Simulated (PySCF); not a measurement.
A species of formula H7NOSi2 has this rotational fingerprint, computed with PySCF, PBE0-D3(BJ)/def2-SVP geometry optimisation, gas phase:

```
Rotational constants : A = 10835, B = 2012, C = 1789 MHz
Dipole components    : |μa| = 1.83 D, |μb| = 0.20 D, |μc| = 1.62 D
Inertial defect      : -15.31 u·Å²
κ                    : -0.95
```

Question: Which candidate fits, each taken in the one conformer that was computed?
A. `[OH:1][SiH2:2][NH:3][SiH3:4]` with H–O1–Si2–N3 62°, O1–Si2–N3–Si4 -109°
B. `[NH2:1][SiH2:2][O:3][SiH3:4]` with H–N1–Si2–O3 -71° and 83°, N1–Si2–O3–Si4 -45°
C. `[NH2:1][SiH2:2][SiH2:3][OH:4]` with H–N1–Si2–Si3 -49° and 168°, N1–Si2–Si3–O4 168°, Si2–Si3–O4–H -48°

Answer: C. It is N[SiH2][SiH2]O, a near-prolate asymmetric top, point group C1. The candidates at the same level (rigid rotor, commonest isotopes):

| SMILES | A (MHz) | B (MHz) | C (MHz) | μa (D) | μb (D) | μc (D) | Δ (u·Å²) | point group | rotor |
| --- | --- | --- | --- | --- | --- | --- | --- | --- | --- |
| N[SiH2]O[SiH3] | 10157 | 2235 | 1957 | 0.46 | 1.73 | 0.03 | -17.59 | C1 | near-prolate asymmetric top |
| N[SiH2][SiH2]O | 10835 | 2012 | 1789 | 1.83 | 0.20 | 1.62 | -15.31 | C1 | near-prolate asymmetric top |
| O[SiH2]N[SiH3] | 12566 | 1913 | 1835 | 0.83 | 0.86 | 0.29 | -28.99 | C1 | near-prolate asymmetric top |

`N[SiH2]O[SiH3]` has B 11 % too high; `O[SiH2]N[SiH3]` has A 16 % too high. No structure here is proved a minimum.
